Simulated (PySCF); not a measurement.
# Structure from 2D NMR

Compound of formula C6H8B2. Correlations simulated from computed shifts and couplings:

HSQC (one-bond C–H):
| δH | δC | ¹J(C,H) (Hz) |
| --- | --- | --- |
| 7.62 | 163.2 | 151 |
| 7.52 | 165.2 | 147 |
| 7.23 | 159.0 | 167 |
| 7.13 | 153.5 | 147 |
| 7.05 | 159.0 | 165 |

COSY cross peaks (|J| ≥ 2 Hz):
| δH | δH | abs. J (Hz) | bonds |
| --- | --- | --- | --- |
| 7.62 | 7.52 | 15.6 | 3 |
| 7.62 | 6.26 | 4.0 | 3 |
| 7.23 | 7.13 | 20.7 | 3 |
| 7.23 | 7.05 | 4.0 | 2 |
| 7.13 | 7.05 | 13.7 | 3 |

HMBC (two and three bonds, |J| ≥ 2.5 Hz):
| δH | δC [abs. J in Hz] |
| --- | --- |
| 7.62 | 165.2 [5.2], 163.2 [5.1] |
| 7.52 | 165.2 [4.1], 163.2 [5.5] |
| 7.13 | 165.2 [4.1], 159.0 [3.1] |
| 7.05 | 153.5 [2.7] |
| 6.26 | 165.2 [6.6], 163.2 [6.7] |

All values are calculated (PySCF 2.14): σ from GIAO-PBE0/pcSseg-1, J: B3LYP/pcJ-1 (spin–dipole term only in couplings to heteroatoms), geometry: PBE0-D3(BJ)/def2-SVP. Fast rotation and ring inversion assumed for equivalent nuclei, a single conformation, relativity neglected, gas phase.

Scale: TMS for ¹H and ¹³C (reference shieldings calculated alike).

Exchangeable hydrogens are left out of these lists, and C,H couplings along chains are those of one rotamer, so weak HMBC peaks may be missing or extra.

Task: Assemble the structure.

Result: `C=CB1C=CBC=C1`.

Atom-mapped SMILES (the numbers label the heavy atoms): `[CH2:1]=[CH:2][B:3]1[CH:4]=[CH:5][BH:6][CH:7]=[CH:8]1`; H(Xn) means a hydrogen on atom n. Ha(C1) is cis to B3; Hb(C1) is trans to B3.

δC 165.2 is C4/C8, an alkene CH (δH 7.52). δC 163.2 is C5/C7, an alkene CH (δH 7.62). δC 159.0 is C1, a terminal =CH2 carbon (δH 7.23, 7.05). δC 153.5 is C2, an alkene CH (δH 7.13). COSY links 7.62–7.52, 7.62–6.26, 7.23–7.13, 7.23–7.05, 7.13–7.05.

The data come from this structure; uniqueness wasn't tested.

Hydrogens on boron are broadened and split by ¹¹B (spin 3/2, 80 %) and 10B (spin 3). A carbon bonded to boron is broadened by the quadrupolar boron nucleus and is often missing from a measured spectrum. Unscaled 3J(H,H) at this level run about 10 % above measured values. Shifts are as computed. Against solution values, carbons near 30 ppm lie about +2 ppm off and those near 130 ppm about +5 ppm. Of 1313 compounds with measured shifts, 239 miss one by over three times the rms of a fit or turn the order of signals round; such compounds aren't used in these exercises.
